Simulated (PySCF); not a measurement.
## Quadrupolar nuclei of Si(CN)Me3 in NMR

Compound: Si(CN)Me3, C₄H₉NSi.
Geometry (PBE0-D3(BJ)/def2-SVP, Å), atoms numbered from 1 in this order:
```xyz
15
C4H9NSi angstrom
Si    -0.0035   -0.0042    0.1745
C     -0.0103   -0.0066    2.0510
N     -0.0142   -0.0127    3.2111
C      1.7907   -0.0125   -0.3569
H      1.8636   -0.0436   -1.4557
H      2.3176   -0.8902    0.0468
H      2.3123    0.8908   -0.0060
C     -0.8906    1.5530   -0.3656
H     -0.8855    1.6332   -1.4640
H     -0.3997    2.4487    0.0442
H     -1.9376    1.5504   -0.0265
C     -0.9038   -1.5540   -0.3653
H     -1.9345   -1.5664    0.0204
H     -0.3896   -2.4554    0.0008
H     -0.9478   -1.6065   -1.4648
```

Computed at PBE0/pcSseg-1 (PySCF, non-relativistic):

| atom | environment | nucleus | spin I | Q (b) | CQ = χzz (MHz) | η |
| --- | --- | --- | --- | --- | --- | --- |
| N3 | nitrogen bonded to C | 14N | 1 | 0.02044 | -5.395 | 0.001 |

Task: Work back to Vxx, Vyy and Vzz; CQ/MHz = 234.96 (Q/b)(Vzz/au).

Result: Vxx = −Vzz(1 − η)/2 and Vyy = −Vzz(1 + η)/2, in au:

| atom | Vxx (au) | Vyy (au) | Vzz (au) | Vzz (10²¹ V/m²) |
| --- | --- | --- | --- | --- |
| N3 | 0.561 | 0.562 | -1.123 | -10.92 |

Task: Give the quadrupolar product PQ = |CQ|√(1 + η²/3), the quadrupolar frequency νQ = 3|CQ|/[2I(2I − 1)] and the Larmor frequency ν0 = |g| × 7.62259 MHz/T × B at 16.45 T, with g(14N) = 0.40376.

Result: 
| atom | PQ (MHz) | νQ (MHz) | ν0 (MHz) | νQ/ν0 |
| --- | --- | --- | --- | --- |
| N3 | 5.395 | 8.093 | 50.63 | 0.160 |

For N3: PQ = 5.395 × 1.0000, νQ = 5.395 × 1.5000, ν0 = 3.0777 MHz/T × 16.45 T.

Solvent, lattice and vibrations would change these gradients. Geometry: PBE0-D3(BJ)/def2-SVP; no solvent, vibrations or thermal averaging. With so small a basis the couplings can be 20 % off.
